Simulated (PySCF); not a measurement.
## SiI, HF: how much the basis matters

PySCF, UHF reference; doublet, unpaired electrons π ↑; De to Si + I without counterpoise correction.

| basis | relativity | functions | Re (Å) | ωe (cm⁻¹) | De (eV) | μ (D) |
| --- | --- | --- | --- | --- | --- | --- |
| cc-pV(D+d)Z/cc-pVDZ-PP | scalar-relativistic core potentials | 46 | 2.494 | 347 | 1.92 | -1.54 |
| x2c-SVPall | spin-free X2C | 54 | 2.483 | 353 | 1.94 | -1.34 |
| def2-TZVPP | scalar-relativistic core potentials | 92 | 2.478 | 349 | 1.99 | -1.30 |
| def2-TZVPPD | scalar-relativistic core potentials | 107 | 2.477 | 349 | 2.00 | -1.28 |

**Question.** How does each smaller set differ from the one with most functions, def2-TZVPPD?

**Answer.** cc-pV(D+d)Z/cc-pVDZ-PP: +1.7 pm, -0.6 % in ωe, -0.08 eV in De; x2c-SVPall: +0.6 pm, +1.1 % in ωe, -0.06 eV in De; def2-TZVPP: +0.1 pm, +0.0 % in ωe, -0.01 eV in De. All at HF; the set with most functions is neither the basis-set limit nor always the best. The rows treat relativity differently, so the differences are not basis effects alone.

A positive dipole means Si(−)I(+). Spin–orbit coupling is left out, which matters for elements this heavy, above all for dissociation energies. Hartree–Fock leaves out correlation, which carries a large part of most bond energies and some tenths to 1 eV of ionisation energies. The state was picked by a PBE0 search and need not be the measured ground state.
